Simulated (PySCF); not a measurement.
BrGaH2O, SMILES [GaH]([Br])[OH].

Coordinates come from a TPSSh-D3(BJ)/def2-SVP optimisation. One conformer was computed; it need not be the lowest.

Level of theory: PySCF with B3LYP/def2-TZVPD.

Symmetry labels are those of the subgroup Cs that the program uses (full group Cs).

### Question
List the valence orbital energies around the gap with their symmetry. (An estimate is asked for; the answer gives what the named calculation found.)

### Answer

```
orbital  symmetry  energy (eV)
-------  --------  -----------
HOMO−7         A'       -20.77
HOMO−6         A'       -13.90
HOMO−5         A'       -11.94
HOMO−4         A'        -9.79
HOMO−3         A"        -9.24
HOMO−2         A'        -9.18
HOMO−1         A"        -8.33
HOMO           A'        -8.13
LUMO           A"        -1.59
LUMO+1         A'        -1.23
LUMO+2         A'        -0.35
LUMO+3         A'         0.24
```
